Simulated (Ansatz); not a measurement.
Geometry optimisation, Ansatz 0.2.0, RKS PBE-D4/6-31G.

Input:

```yaml
crystal:
  periodic: [false, false, false]
  atoms:
    - { symbol: B, position_ang: [-1.097756, 0.717143, -0.685921] }
    - { symbol: S, position_ang: [0.72639, -1.130547, 1.165949] }
    - { symbol: S, position_ang: [-0.263345, 0.403264, -2.090694] }
    - { symbol: H, position_ang: [0.928755, -1.035295, -0.191058] }
    - { symbol: F, position_ang: [-1.839228, 1.089718, 0.354301] }
    - { symbol: H, position_ang: [1.545185, -0.044184, 1.447425] }
basis:
  gaussian: { orbitals: "6-31G" }
hamiltonian:
  xc: pbe
  dispersion: d4
relax:
  f_tol: 0.03
  max_steps: 50
```

Launched with:

```bash
$ ansatz run input.yaml --threads 1 --pin off --max-ram 2048MiB --backend cpu --events-out ev --progress --plain --runs-dir out
```

Question: Where does it end, and by what steps?

Answer: The forces met the threshold. The force dipped under the threshold on the way, but the program's further checks kept it going. Limits of this set-up: no polarisation functions. After 34 steps the energy has fallen by 0.066 eV; H4 moved furthest, 0.67 Å.

```tsv
step	energy less start (eV)	largest force component (eV/Å)	accepted
0	0.0000	0.405	yes
2	-0.0302	0.182	yes
4	-0.0395	0.103	yes
6	-0.0562	0.102	yes
8	-0.0448	0.422	no
10	-0.0424	0.352	no
12	-0.0564	0.123	no
14	-0.0601	0.027	yes
16	-0.0607	0.115	yes
18	-0.0622	0.102	yes
20	-0.0626	0.074	yes
22	-0.0636	0.089	yes
24	-0.0629	0.222	no
26	-0.0518	0.282	no
28	-0.0656	0.073	yes
30	-0.0658	0.027	no
32	-0.0661	0.031	yes
34	-0.0662	0.021	yes
```

```xyz
6
Properties=species:S:1:pos:R:3
B -1.046 0.713 -0.696
S 0.530 -1.006 0.838
S -0.781 0.314 -2.295
H 1.584 -1.038 -0.061
F -1.513 1.306 0.410
H 1.226 -0.290 1.804
```

Time of the run: 100 s on 1 CPU thread of a shared host.
